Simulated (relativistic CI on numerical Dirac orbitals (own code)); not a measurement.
# Hyperfine structure of Xe, mass number 131

Computed by Dirac-Coulomb-Breit CI, orbitals from a KLI potential per configuration, QED by a radiative potential, valence Slater integrals scaled by 0.85, P86 correlation energy added to each configuration (own radial code, finite nucleus).

Configuration list (outside the closed core [Kr] 4d10 5s2): 5p⁶, 5p⁵6s, 5p⁵6p, 5p⁵5d, 5p⁵7s, 5p⁵7p, 5p⁵6d, 5p⁵4f, 5p⁵7d, 5p⁵5f, 5p⁵5g, 5p⁵6f, 5p⁵7f. Double excitations out of closed p, d and f shells are left out; levels of such configurations are missing from the list, as are those of other unlisted configurations, and high levels can miss mixing partners.

Nuclear spin I = 3/2, μ = 0.69185 μN, Q = -0.114 b (tables of Stone and Pyykkö). The electronic factors are computed for point nuclear moments, without core polarisation; leaving it out makes A of s and p electrons in near-neutral atoms 20 to 40 % too small, and it can dominate for d and f shells.

```json
{"Level": "5p⁵6s ³P°2", "E (eV)": "8.4760", "A (MHz)": "646.2", "B (MHz)": "240"}
{"Level": "5p⁵6s ¹P°1", "E (eV)": "8.6107", "A (MHz)": "362.5", "B (MHz)": "88.7"}
{"Level": "5p⁵6p ³D3", "E (eV)": "9.7412", "A (MHz)": "268.3", "B (MHz)": "237"}
{"Level": "5p⁵6p ¹P1", "E (eV)": "9.8140", "A (MHz)": "432.7", "B (MHz)": "12.2"}
{"Level": "5p⁵6p ³P2", "E (eV)": "9.8364", "A (MHz)": "276.8", "B (MHz)": "26.5"}
{"Level": "5p⁵5d ³F°4", "E (eV)": "10.1041", "A (MHz)": "195.7", "B (MHz)": "240"}
{"Level": "5p⁵5d ³P°1", "E (eV)": "10.1183", "A (MHz)": "763", "B (MHz)": "-45.7"}
```

Levels with J = 0, under 50 % of one LS term, or S terms without an open s electron are left out. Small factors come from cancelling terms and can be off by tens of per cent or more.

Correlation outside the listed configurations is missing or only estimated: errors of thousands of cm⁻¹ between configurations and terms are usual at this charge. Rates and lifetimes follow the computed energies and can be off by large factors. The fine structure of a lone outer electron comes out too small, for d and f at times inverted, and misplaced configurations move strength between like terms. 20 of the 26 excited levels that our extract of the measured tables holds in this range could be paired (the sources list more); they are missed by 870 cm⁻¹ on average and 1681 at most, and levels without a partner can miss by more.

Problem. Give the hyperfine levels of 5p⁵6s ³P°2 relative to its centre of gravity.

Solution. With K = F(F + 1) − I(I + 1) − J(J + 1), E = AK/2 + B[¾K(K + 1) − I(I + 1)J(J + 1)]/[2I(2I − 1)J(2J − 1)]: F = 1/2: -2697, F = 3/2: -1939, F = 5/2: -473.4, F = 7/2: 1999 MHz.

LS names give the leading component of a level, which can be under half, so a name can repeat, a term be missing and a line seem to break the LS rules.
